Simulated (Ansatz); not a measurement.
The molecule CuN, multiplicity 5 (an upper state: multiplicity 3 came lower at CCSD(T)/def2-TZVPP on PBE0 minima). No spin–orbit coupling. Cu is treated without relativity. The T1 diagnostic near the minimum is 0.053, so single-reference values are doubtful.

Seven points along R, fitted to fifth degree in 1/R; most abundant isotopes. In def2 and cc sets the state is the lowest found near the PBE0 minimum, followed along R.

Programs: Ansatz (Gaussian orbitals). Values without a source in brackets are computed.

| level | r_e (Å) | ω_e (cm⁻¹) | ω_e x_e (cm⁻¹) | α_e (cm⁻¹) | dipole (D) |
|---|---|---|---|---|---|
| PBE/def2-TZVPP | 1.826 | 471 | 8.8 | 0.0085 | 0.12 |
| PBE0/def2-TZVPP | 1.875 | 400 | 11 | 0.0097 | 0.34 |
| wB97X-V/def2-TZVPP | 1.870 | 394 | 13 | 0.011 | 0.57 |
| CCSD(T)/def2-TZVPP | 1.853 | 374 | 31 | 0.019 | - |

Correlated levels freeze the inner cores; with def2 sets outer-core shells near the valence are correlated too.

Doubts at one or more of the structures used: T1 above 0.05 (CCSD(T)/def2-TZVPP).

Ansatz is a program for electronic structure.
